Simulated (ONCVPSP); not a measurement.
## What one change does to a pseudopotential (strontium, ONCV)

```json
{
 "Element": "strontium (Sr)",
 "Generator": "ONCVPSP 4.0.1",
 "Type": "optimised norm-conserving Vanderbilt (ONCV)",
 "Functional": "PBEsol",
 "Relativity": "scalar-relativistic",
 "Frozen core": "[Ar] 3d10",
 "Valence charge": "10",
 "Reference configuration": "4s2 4p6 5s1.5 (charge +0.5)",
 "Partial waves": "4s+5s: rc 2.50 bohr, ncon 5, nbas 8, qcut 4.6 1/bohr, 2 projectors; 4p: rc 1.75 bohr, ncon 4, nbas 7, qcut 5 1/bohr, 2 projectors, debl 2.9 Ha; d scattering state at 0.22 Ha: rc 1.90 bohr, ncon 4, nbas 8, qcut 4.5 1/bohr, 3 projectors, debl 3.9 Ha",
 "Local potential": "polynomial inside 1.55 bohr (lpopt 5, dvloc0 3 Ha)",
 "Core correction": "polynomial model core, fcfact 0.65"
}
```

In the d channel the program set the typed energies aside and used 0.050, 3.950, 7.850 Ha.

Change: s: ncon 4, nbas 7.

Cutoffs: the cutoffs (Ha) at which the residual kinetic energy of the hardest occupied pseudo-wave falls to 1 and 0.1 mHa per electron; they do not see the model core or the augmentation charge, which bear on the density cutoff. Errors are all-electron minus pseudo energies relative to the spin-unpolarised reference configuration.

Predict the effect on cutoff, ghosts and configuration errors.

The potential gets neither clearly harder nor softer (11 Ha and 41 Ha → 11 Ha and 41 Ha); the p channel sets the loose cutoff, while the largest relative change is in s, which becomes softer; the errors of the 4 common tests hardly move; neither file shows a bound ghost.

```tsv
quantity	base	changed
cutoff, loose	11 Ha	11 Ha
cutoff, tight	41 Ha	41 Ha
loose cutoff by channel	s 7.8 Ha, p 11 Ha	s 4.8 Ha, p 11 Ha
bound ghosts	none	none
GHOST(+) flags under 300 eV	none	none
error for 4s2 4p6 5s2, meV [ΔE -2.35 eV]	+0.1	+0.1
error for 4s2 4p6 5s1, meV [ΔE 3.55 eV]	-0.4	-0.4
error for 4s2 4p6 5s0, meV [ΔE 14.45 eV]	-3.5	-3.9
error for 4s2 4p6 5s1 5p1, meV [ΔE -0.03 eV]	+0.2	+0.2
s: phases at 2.53 bohr within 0.05 rad from the reference energy up to (Ha; the scan ends near 5)	3.5	3.1
p: phases at 1.78 bohr within 0.05 rad from the reference energy up to (Ha; the scan ends near 5)	to the end of the scan	to the end of the scan
d: phases at 1.92 bohr within 0.05 rad from the reference energy up to (Ha; the scan ends near 5)	to the end of the scan	to the end of the scan
rms error of d²Exc/dni dnj with the model core, mHa	1.90	2.18
```
